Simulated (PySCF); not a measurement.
CH9GaN2.
Numbering: `[CH3:1][NH:2][GaH2-:3][NH3+:4]` (hydrogens: H5, H6, H7 on C1; H8 on N2; H9, H10 on Ga3; H11, H12, H13 on N4)

The calculation used PySCF, PBE0-D3(BJ)/def2-SVP geometry optimisation, gas phase.

Task: Give the optimised bond lengths and angles.

Result: 
```json
{"bond": "C1–N2", "length (Å)": "1.437", "order": "single"}
{"bond": "N2–Ga3", "length (Å)": "1.857", "order": "single"}
{"bond": "Ga3–N4", "length (Å)": "2.179", "order": "single"}
{"bond": "C1–H5, C1–H6, C1–H7", "length (Å)": "1.108", "order": "single"}
{"bond": "N2–H8", "length (Å)": "1.014", "order": "single"}
{"bond": "Ga3–H9, Ga3–H10", "length (Å)": "1.580", "order": "single"}
{"bond": "N4–H11, N4–H12, N4–H13", "length (Å)": "1.020", "order": "single"}
```

Bonds in one row agree within 0.01 Å and their mean is given. Orders are formal, as drawn. A selection of angles:
```json
{"angle": "N2–C1–H5", "degrees": "110.1"}
{"angle": "N2–C1–H6", "degrees": "113.4"}
{"angle": "H5–C1–H6", "degrees": "106.2"}
{"angle": "C1–N2–Ga3", "degrees": "126.4"}
{"angle": "C1–N2–H8", "degrees": "112.6"}
{"angle": "Ga3–N2–H8", "degrees": "117.8"}
{"angle": "N2–Ga3–N4", "degrees": "98.3"}
{"angle": "N2–Ga3–H9", "degrees": "115.2"}
{"angle": "N4–Ga3–H9", "degrees": "98.4"}
{"angle": "H9–Ga3–H10", "degrees": "123.7"}
{"angle": "Ga3–N4–H11", "degrees": "109.1"}
{"angle": "Ga3–N4–H12", "degrees": "115.0"}
{"angle": "H11–N4–H12", "degrees": "108.4"}
```

Dihedral angles: C1–N2–Ga3–N4 -97° (anticlinal). The mirror-image conformer, all signs reversed, is as good.

N4 (nitrogen bonded to Ga and 3 H) is distorted tetrahedral (angles from 107.3° to 115.0°). The Ga–N distances run from 1.857 Å (N2–Ga3, drawn single) to 2.179 Å (Ga3–N4, drawn single), a spread of 0.322 Å. N2 (nitrogen bonded to C, Ga and H) is almost planar (angles 126.4°, 117.8° and 112.6°, sum 356.8°, 0.14 Å off the plane of its three neighbours). Ga3 (gallium bonded to 2 N and 2 H) is distorted tetrahedral (angles from 97.5° to 123.7°).

Point group: C1 (no symmetry element, even within 0.4 Å). Stationary, but not proved a minimum. One conformer, not necessarily the lowest.

On one thread of an Intel Xeon 6975P-C (shared host), this took 28 s and 0.50 GiB of memory at its peak. These figures are those of the optimisation.
